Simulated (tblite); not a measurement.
Compound: C3H7ClO3Si.
SMILES with atom numbers: `[OH:1][Si@H:2]1[O:3][CH2:4][C@H:5]([Cl:6])[CH2:7][O:8]1` (hydrogens: H9 on O1; H10 on Si2; H11, H12 on C4; H13 on C5; H14, H15 on C7)

Computed geometry: GFN2-xTB, gas phase.

Task: Give the optimised bond lengths and angles.

Result: 
```
          bond  length (Å)   order
        O1–Si2       1.603  single
Si2–O3, Si2–O8       1.637  single
  O3–C4, C7–O8       1.397  single
  C4–C5, C5–C7       1.527  single
        C5–Cl6       1.772  single
         O1–H9       0.955  single
       Si2–H10       1.449  single
C4–H11, C7–H15       1.095  single
C4–H12, C7–H14       1.097  single
        C5–H13       1.094  single
```

Bonds in one row agree within 0.01 Å and their mean is given. Orders are formal, as drawn. A selection of angles:
```
     angle  degrees
 Si2–O1–H9    122.1
 O1–Si2–O3    111.0
O1–Si2–H10    104.7
 O3–Si2–O8    106.2
O3–Si2–H10    111.9
 Si2–O3–C4    120.0
  O3–C4–C5    110.6
 O3–C4–H11    107.6
 O3–C4–H12    110.1
 C5–C4–H11    110.3
 C5–C4–H12    109.4
H11–C4–H12    108.7
 C4–C5–Cl6    109.4
  C4–C5–C7    111.3
 C4–C5–H13    109.4
Cl6–C5–H13    107.8
```

Torsions: O1–Si2–O3–C4 154° (antiperiplanar); Si2–O3–C4–C5 -49° (synclinal); O3–C4–C5–Cl6 -178° (antiperiplanar); C4–C5–C7–O8 -61° (synclinal); C5–C7–O8–Si2 48° (synclinal); O1–Si2–O8–C7 -153° (antiperiplanar); H9–O1–Si2–O3 -58° (synclinal).

Si2 (oxygen-bound silicon) is distorted tetrahedral (angles from 104.7° to 112.0°). The 6-membered ring Si2–O3–C4–C5–C7–O8 has internal angles of 106.2° to 120.2° (sum 679°, against 720° for a flat polygon); it is puckered, 0.20 Å rms from its mean plane, widest ring torsion 61°. The 3 O–Si bonds span 1.603 Å (O1–Si2, drawn single) to 1.637 Å (Si2–O3, drawn single), a spread of 0.034 Å. O3 (silyl ether oxygen) is bent (angle 120.0°). Of the pairs four or more bonds apart, Si2···H13 is among the closest relative to their van der Waals radii: 3.26 Å, 99 % of the sum of Bondi's values.

Point group: Cs (every atom within 0.08 Å of its image). Its GFN2-xTB frequencies are all real (lowest 74 cm⁻¹). The numbers are those of one conformer (H–O1–Si2–O3 -58°, O1–Si2–O3–C4 154°, Si2–O3–C4–C5 -49°, O3–C4–C5–Cl6 -178°, C4–C5–C7–O8 -61°).
